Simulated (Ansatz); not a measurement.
Reaction (formal exchange of groups at the Si–Si bond): `C#C[SiH]([SiH3])Cl` + `CCSSC` → `CCSS[SiH3]` + `C#C[SiH](C)Cl`

Computed with Ansatz on PBE0-D4/def2-TZVP structures; ΔE is electronic, products minus reactants. CCSD(T)/CBS is the MP2 limit (def2-TZVPP, def2-QZVPP) plus CCSD(T) − MP2 in def2-TZVPP, frozen cores. Functionals use def2-TZVPP. One conformer a species, not always the lowest.

```tsv
level	ΔE (kJ/mol)
PBE-D4	-93.9
r2SCAN-D4	-105.4
ωB97M-V	-113.3
CCSD/CBS(def2)	-110.2
```

Q: What does CCSD(T)/CBS give? (Best estimate.)

A: The calculation gave: -109.5 kJ/mol. The listed levels differ from it by 15.6, 4.1, -3.8, -0.7 kJ/mol.

Largest T1 diagnostic among the species: 0.012.

From PBE to PBE0 (25 % exact exchange), in def2-TZVPP and without D4, ΔE moves by −6.5 kJ/mol.
